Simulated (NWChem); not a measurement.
All runs are NWChem calculations. System: C2H5O, charge 0, spin multiplicity 2, displaced from the optimised geometry. The structure started from a generated list of species. Its SCF solution wasn't tested for a lower state.

Job file:

```
start mol
memory heap 200 mb stack 900 mb global 1100 mb
geometry units angstroms nocenter noautoz noautosym
  C     -1.233924    -0.177872     0.219263
  C      0.213872     0.213557     0.433573
  O      1.068574    -0.087813    -0.628903
  H     -1.825308    -0.036713     1.163274
  H     -1.736591     0.431755    -0.593731
  H     -1.314847    -1.257089    -0.091616
  H      0.475974     1.108091     1.056347
  H      1.972492     0.242345    -0.420065
end
basis spherical
  * library def2-tzvp
end
dft
  xc b3lyp
  odft
  mult 2
  semidirect memsize 60000000 filesize 0
  iterations 100
  convergence nodiis damp 40
end
task dft gradient
```

The output up to the point where the run's verdict is printed (cleaned and shortened):

```
             Northwest Computational Chemistry Package (NWChem) 7.3.0
             --------------------------------------------------------

                                NWChem Input Module
                                -------------------

 Scaling coordinates for geometry "geometry" by  1.889725989
 (inverse scale =  0.529177249)

                             Geometry "geometry" -> ""
                             -------------------------

 Output coordinates in angstroms (scale by  1.889725989 to convert to a.u.)

  No.       Tag          Charge          X              Y              Z
 ---- ---------------- ---------- -------------- -------------- --------------
    1 C                    6.0000    -1.23392400    -0.17787200     0.21926300
    2 C                    6.0000     0.21387200     0.21355700     0.43357300
    3 O                    8.0000     1.06857400    -0.08781300    -0.62890300
    4 H                    1.0000    -1.82530800    -0.03671300     1.16327400
    5 H                    1.0000    -1.73659100     0.43175500    -0.59373100
    6 H                    1.0000    -1.31484700    -1.25708900    -0.09161600
    7 H                    1.0000     0.47597400     1.10809100     1.05634700
    8 H                    1.0000     1.97249200     0.24234500    -0.42006500

 Effective nuclear repulsion energy (a.u.)      73.3390688193

            Nuclear Dipole moment (a.u.)
            ----------------------------
        X                 Y               Z
 ---------------- ---------------- ----------------
     0.0000000000    -0.0000094486     0.0000018897


 Summary of "ao basis" -> "" (spherical)
 ------------------------------------------------------------------------------
       Tag                 Description            Shells   Functions and Types
 ---------------- ------------------------------  ------  ---------------------
 *                         def2-tzvp                  on all atoms

                                 NWChem DFT Module
                                 -----------------

 Summary of "ao basis" -> "ao basis" (spherical)
[...]
 d= 0,ls=0.0         73   -102.8196320937 -5.04D-01  4.86D-02              68.0
                                                     4.24D-02
 d= 0,ls=0.0         74   -102.3153167229  5.04D-01  4.86D-02              68.9
                                                     4.24D-02
 d= 0,ls=0.0         75   -102.8196325375 -5.04D-01  4.86D-02              69.9
                                                     4.24D-02
 d= 0,ls=0.0         76   -102.3153165149  5.04D-01  4.86D-02              70.8
                                                     4.24D-02
 d= 0,ls=0.0         77   -102.8196328136 -5.04D-01  4.86D-02              71.7
                                                     4.24D-02
 d= 0,ls=0.0         78   -102.3153163855  5.04D-01  4.86D-02              72.6
                                                     4.24D-02
 d= 0,ls=0.0         79   -102.8196329855 -5.04D-01  4.86D-02              73.5
                                                     4.24D-02
 d= 0,ls=0.0         80   -102.3153163049  5.04D-01  4.86D-02              74.3
                                                     4.24D-02
 d= 0,ls=0.0         81   -102.8196330924 -5.04D-01  4.86D-02              75.2
                                                     4.24D-02
 d= 0,ls=0.0         82   -102.3153162548  5.04D-01  4.86D-02              76.1
                                                     4.24D-02
 d= 0,ls=0.0         83   -102.8196331589 -5.04D-01  4.86D-02              76.9
                                                     4.24D-02
 d= 0,ls=0.0         84   -102.3153162236  5.04D-01  4.86D-02              77.9
                                                     4.24D-02
 d= 0,ls=0.0         85   -102.8196332003 -5.04D-01  4.86D-02              78.9
                                                     4.24D-02
 d= 0,ls=0.0         86   -102.3153162043  5.04D-01  4.86D-02              79.8
                                                     4.24D-02
 d= 0,ls=0.0         87   -102.8196332261 -5.04D-01  4.86D-02              80.7
                                                     4.24D-02
 d= 0,ls=0.0         88   -102.3153161922  5.04D-01  4.86D-02              81.6
                                                     4.24D-02
 d= 0,ls=0.0         89   -102.8196332421 -5.04D-01  4.86D-02              82.5
                                                     4.24D-02
 d= 0,ls=0.0         90   -102.3153161847  5.04D-01  4.86D-02              83.4
                                                     4.24D-02
 d= 0,ls=0.0         91   -102.8196332521 -5.04D-01  4.86D-02              84.3
                                                     4.24D-02
 d= 0,ls=0.0         92   -102.3153161800  5.04D-01  4.86D-02              85.2
                                                     4.24D-02
 d= 0,ls=0.0         93   -102.8196332583 -5.04D-01  4.86D-02              86.1
                                                     4.24D-02
 d= 0,ls=0.0         94   -102.3153161771  5.04D-01  4.86D-02              87.0
                                                     4.24D-02
 d= 0,ls=0.0         95   -102.8196332621 -5.04D-01  4.86D-02              87.9
                                                     4.24D-02
 d= 0,ls=0.0         96   -102.3153161753  5.04D-01  4.86D-02              88.8
                                                     4.24D-02
 d= 0,ls=0.0         97   -102.8196332645 -5.04D-01  4.86D-02              89.6
                                                     4.24D-02
 d= 0,ls=0.0         98   -102.3153161741  5.04D-01  4.86D-02              90.5
                                                     4.24D-02
 d= 0,ls=0.0         99   -102.8196332660 -5.04D-01  4.86D-02              91.5
                                                     4.24D-02
 d= 0,ls=0.0        100   -102.3153161734  5.04D-01  4.86D-02              92.4
                                                     4.24D-02
```

The run did not converge; its last values are not results. The next line reads: Calculation failed to converge. NWChem stopped with the message: dft gradient failed.
